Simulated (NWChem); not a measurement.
GePH₅; SMILES [GeH3][PH2]

```xyz
7

Ge    -0.0159     0.7354     0.0000
P     -0.0788    -1.5919     0.0000
H     -0.7580     1.2337    -1.2529
H     -0.7580     1.2337     1.2529
H      1.4164     1.3026     0.0000
H      0.8953    -1.7123    -1.0388
H      0.8953    -1.7123     1.0388
```
Atoms are numbered in this order, from 1.

Geometry: optimised at PBE0/def2-SVP.

Symmetry labels are those of Cs in the frame above (b1 and b2, or b-type labels, depend on it).

Problem. List the 4 lowest vertical singlet excitations from B3LYP/def2-SVPD, TDA (NWChem).

Solution. 
| state | energy (eV) | oscillator strength | symmetry | leading excitation (squared amplitude) |
|---|---|---|---|---|
| S1 | 6.23 | 0.043 | a' | HOMO → LUMO (0.71) |
| S2 | 6.48 | 0.226 | a' | HOMO → LUMO+1 (0.69) |
| S3 | 6.63 | 0.014 | a" | HOMO → LUMO+2 (0.92) |
| S4 | 7.27 | 0.007 | a" | HOMO → LUMO+4 (0.94) |
